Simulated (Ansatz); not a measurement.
Consider the substitution at a C–C bond: `CC[Si]CC` + `O=CCO` → `COCC=O` + `CC[Si]C`.

Program: Ansatz. Geometries: PBE0-D4/def2-TZVP. ΔE: electronic, gas phase. CCSD(T)/CBS adds triple-zeta CCSD(T) − MP2 to the extrapolated MP2 energy (def2 sets, frozen cores). DFT in def2-TZVPP. Each species was taken in one conformer, which may not be the lowest.

Question: Is it downhill or uphill in electronic energy at CCSD(T)/CBS, and by how much? (Estimate.)

Answer: Computed: Uphill: ΔE = +43.2 kJ/mol.

Question: What do these levels give: BLYP-D4, PBE0-D4, r2SCAN0-D4, r2SCAN, BHLYP, CCSD/CBS(def2)? (Estimate.)

Answer: The calculation gave: BLYP-D4 37.0, PBE0-D4 44.9, r2SCAN0-D4 42.9, r2SCAN 40.8, BHLYP 32.9, CCSD/CBS(def2) 41.3 kJ/mol.

Largest T1 diagnostic among the species: 0.014.

The D4 term adds +4.7 kJ/mol with B3LYP and +2.5 kJ/mol with PBE0; it sums over pairs of atoms, weighted by their polarisabilities, and B3LYP, whose exchange is more repulsive, gets the larger term. At CCSD(T), def2-SVP lies −10.2 kJ/mol from the extrapolated value and def2-TZVPP −2.6 kJ/mol. Leaving LDA and LC-ωPBE aside and taking each functional with its dispersion term where it has one, the values, not all of them listed here, spread over 8.9 kJ/mol, from CAM-B3LYP-D4 to revPBE-D4. LDA lies +9.4 kJ/mol from PBE without D4.

B3LYP here is the variant with VWN-RPA as its local correlation; programs differ in this.
